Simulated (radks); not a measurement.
Spherical jellium clusters: N electrons in a uniform positive sphere of charge N and radius rs N^(1/3), rs = 2.21 bohr. Calculated with a radial shooting solver with Libxc functionals: non-relativistic Kohn-Sham, LDA (Slater exchange, Perdew-Wang correlation), spin-polarised, spherical densities. Levels are named by radial order and angular momentum (1s, 1p, 1d, 2s, ...), and open shells are averaged over m. Each electron was tried in the lowest free levels, single moves between levels near the top were tried too, and the lowest total energy was kept; such a search can miss a lower state. Energies include the self-energy of the background; IP and EA are vertical (highest electron removed, lowest free level filled), at fixed background; spill-out counts the electrons outside the background radius R, and alpha is the static dipole polarisability from linear response (closed shells only). A dash means not computed or, for alpha, an open shell; in EA it means that no bound solution was reached, which is typical of self-interaction and does not show that the anion is unstable. Real open-shell clusters deform, which this model forbids.

N,open shells,2S,E(N+1) + E(N-1) - 2E(N) (eV),IP (eV),EA (eV),spill-out (e),alpha/R^3
1,"1s(up 1, down 0)",1,-,-,-,0.60,-
2,none,0,2.692,8.115,-,0.85,2.415
3,"1p(up 1, down 0)",1,-1.027,4.741,-,1.28,-
4,"1p(up 2, down 0)",2,-1.011,5.972,-,1.58,-
5,"1p(up 3, down 0)",3,0.327,6.760,-,1.78,-
6,"1p(up 3, down 1)",2,-0.846,6.162,-,1.98,-
7,"1p(up 3, down 2)",1,-0.659,6.854,2.273,2.14,-
8,none,0,3.229,7.337,-,2.28,1.927
9,"1d(up 1, down 0)",1,-0.504,3.943,-,2.56,-
10,"1d(up 2, down 0)",2,-0.497,4.559,-,2.79,-
11,"1d(up 3, down 0)",3,-0.464,5.054,-,2.98,-
12,"1d(up 4, down 0)",4,-0.423,5.462,-,3.15,-
13,"1d(up 5, down 0)",5,0.267,5.805,-,3.29,-
14,"1d(up 5, down 0) 2s(up 1, down 0)",6,0.045,5.449,-,3.59,-
15,"1d(up 5, down 1) 2s(up 1, down 0)",5,-0.531,5.537,1.826,3.73,-
16,"1d(up 5, down 3)",2,-0.396,5.884,2.124,3.70,-
17,"1d(up 5, down 4)",1,-0.304,6.157,2.404,3.81,-
18,none,0,0.214,6.393,2.304,3.92,1.708
19,"2s(up 1, down 0)",1,0.212,6.112,2.239,4.14,-
20,none,0,2.119,5.942,-,4.39,1.770
21,"1f(up 1, down 0)",1,-0.293,3.893,-,4.56,-
22,"1f(up 2, down 0)",2,-0.280,4.187,-,4.71,-
23,"1f(up 3, down 0)",3,-0.265,4.450,-,4.85,-
24,"1f(up 4, down 0)",4,-0.250,4.686,-,4.97,-
25,"1f(up 5, down 0)",5,-0.236,4.900,-,5.08,-
26,"1f(up 6, down 0)",6,-0.222,5.095,1.759,5.18,-
27,"1f(up 7, down 0)",7,0.513,5.273,-,5.28,-
28,"1f(up 7, down 1)",6,-0.234,4.715,-,5.39,-
29,"1f(up 7, down 2)",5,-0.219,4.924,1.702,5.49,-
30,"1f(up 7, down 3)",4,-0.205,5.114,1.900,5.59,-
31,"1f(up 7, down 4)",3,-0.193,5.287,2.082,5.68,-
32,"1f(up 7, down 5)",2,-0.181,5.446,2.252,5.77,-
33,"1f(up 7, down 6)",1,-0.170,5.593,2.410,5.85,-
34,none,0,0.544,5.729,1.974,5.93,1.547
35,"2p(up 1, down 0)",1,-0.091,5.151,2.160,6.16,-
36,"2p(up 2, down 0)",2,-0.081,5.304,2.325,6.38,-
37,"2p(up 3, down 0)",3,0.301,5.439,2.127,6.59,-
38,"2p(up 3, down 1)",2,-0.086,5.185,2.306,6.83,-
39,"2p(up 3, down 2)",1,-0.077,5.337,2.466,7.06,-
40,none,0,1.336,5.472,-,7.28,1.696
41,"1g(up 1, down 0)",1,-0.174,4.188,-,7.37,-
42,"1g(up 2, down 0)",2,-,4.325,-,7.45,-

All shells are closed at N = 2, 8, 18, 20, 34, 40 (there: 1s2 1p6 1d10 2s2 1f14 2p6); the second difference of the energy has clear peaks (12 % above both neighbours; the first and last values, which can be the largest, are not judged, and half-filled shells can peak too) at N = 5, 8, 13, 20, 27, 34, 37, 40.
